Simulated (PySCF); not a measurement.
C₆H₄F₂, SMILES Fc1ccc(F)cc1 at its GFN2-xTB optimised geometry (Å):

```
12

F      2.7077     0.0001     0.0000
C      1.3603     0.0001     0.0000
C      0.6915    -1.2117     0.0000
C     -0.6915    -1.2119     0.0000
C     -1.3603    -0.0001     0.0000
F     -2.7077    -0.0002     0.0000
C     -0.6916     1.2116     0.0000
C      0.6915     1.2118     0.0000
H      1.2509    -2.1334     0.0000
H     -1.2508    -2.1336     0.0000
H     -1.2509     2.1333     0.0000
H      1.2505     2.1336     0.0000
```

Computed with PBE/def2-TZVP run with PySCF. Cells within 0.4 Å of a nucleus heavier than hydrogen are left out (blank, or x).

Map of the electrostatic potential (hartree/e), clipped to [-0.08, 0.12] on the plane z = 0.0 Å:

```
|1111111111111111111111111|
|1111111122222222211111111|
|1111112222222222222111111|
|1111112222222222222111111|
|1111122334333334332211111|
|1111122479643469742211111|
|1111123699975799963211111|
|1000113799999999973110001|
|0000012599999999952100000|
|0000002699xx9xx9962000000|
|0000169999999999999610000|
|0001999999999999999991000|
|00029xx9xx99999xx9xx92000|
|0001999999999999999991000|
|0000169999999999999610000|
|0000002699xx9xx9962000000|
|0000012599999999952100000|
|1000113799999999973110001|
|1111123699975799963211111|
|1111122479643469742211111|
|1111122334333334332211111|
|1111112222222222222111111|
|1111112222222222222111111|
|1111111122222222211111111|
|1111111111111111111111111|
```
Scale: ten equal steps from -0.019 (start of '0') to 0.120 (end of '9'), in the order '0123456789'; x runs from -5.00 to 5.00, y from -5.00 (bottom) to 5.00 (top).
